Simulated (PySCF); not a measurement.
ClRb, charge +1, doublet, geometry from GFN2-xTB (such geometries of metal compounds can be far from the true shape) (a state made from the parent by changing its charge; the spin is typed, not shown lowest) (core potentials on Rb). Base run: PySCF with DF-PBE/def2-SV(P).

Input for PySCF:
```python
from pyscf import gto, scf, dft

mol = gto.Mole()
mol.atom = '''
    Rb   -0.000000   -0.000000   -1.025900
    Cl    0.000000    0.000000    2.232841
'''
mol.basis = 'def2-sv(p)'
mol.ecp = {'Rb': 'def2-sv(p)'}
mol.charge = 1
mol.spin = 1
mol.verbose = 4
mol.build()

mf = dft.UKS(mol)
mf.xc = 'pbe'
mf = mf.density_fit(auxbasis='def2-universal-jkfit')
mf.kernel()
mf.analyze()
```

Each row names what was changed in the base input (with any setting that the change needs).

```tsv
change	basis functions	E (Eh)	HOMO (eV)
base	42	-483.73237	-12.32
basis = LANL2DZ	20	-38.57560	-12.27
basis = def2-SVP	42	-483.73237	-12.32
basis = def2-SVPD	54	-483.73706	-12.55
basis = def2-TZVP	70	-483.88878	-12.51
basis = def2-TZVPD	[?]	[?]	-12.52
basis = def2-TZVPP	[?]	[?]	-12.51
basis = def2-QZVP	119	-483.90365	-12.52
basis = def2-QZVPP	133	-483.90382	-12.53
```

### Question
Some entries are withheld; supply them.

### Answer

- basis = def2-TZVPD, basis functions: 79
- basis = def2-TZVPD, E (Eh): -483.88949
- basis = def2-TZVPP, basis functions: 82
- basis = def2-TZVPP, E (Eh): -483.88887

Totals compare only among sets that treat the same electrons; sets with core potentials leave the core out.

Open shells are given as the SCF converged; they aren't shown to be the lowest states, and a large step between rows can be another state.
